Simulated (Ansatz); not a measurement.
Stepwise reaction of `O[SiH](F)F` with hydrogen, as a gas-phase model of exchange steps in deposition or etching. ΔE in kJ/mol; ΔG adds harmonic PBE0-D4 terms to CCSD(T)/CBS, at 1 bar.

Calculated with Ansatz (gas phase, PBE0-D4/def2-TZVP geometries, no zero-point term in ΔE). CBS: MP2 limit from def2 TZ/QZ plus the TZ coupled-cluster correction, frozen cores. This one scheme is used for every species. Functionals use def2-TZVPP. B3LYP here is the variant with VWN-RPA as its local correlation; programs differ in this. Each species was taken in one conformer, which may not be the lowest.

```
step                           reaction  PBE-D4  B3LYP-D4  ωB97M-V  CCSD(T)/CBS  ΔG(600 K)
   2  `O[SiH2]F` + H₂ → `O[SiH3]` + H–F   130.3     138.5    139.2        136.1      130.7
```

(1) Give the row of step 1, `O[SiH](F)F` + H₂ → `O[SiH2]F` + H–F. (Estimate.)

(2) By hand: ΔE of the 2 steps together at CCSD(T)/CBS.

## Answers

(1) Ansatz gave: 
| step | reaction | PBE-D4 | B3LYP-D4 | ωB97M-V | CCSD(T)/CBS | ΔG(600 K) |
| --- | --- | --- | --- | --- | --- | --- |
| 1 | `O[SiH](F)F` + H₂ → `O[SiH2]F` + H–F | 136.4 | 144.8 | 145.8 | 142.6 | 140.4 |

(2) (142.6) + (136.1) = 278.7 kJ/mol, or 139.3 kJ/mol a step.

In ΔE each step is lower than the one before. All are uphill at CCSD(T)/CBS. ΔG lies between 130.7 and 140.4 kJ/mol a step. PBE-D4 differs from CCSD(T)/CBS by -6.2 to -5.8 kJ/mol a step. Isolated molecules leave out the surface, adducts and barriers. Largest T1 diagnostic: 0.011.
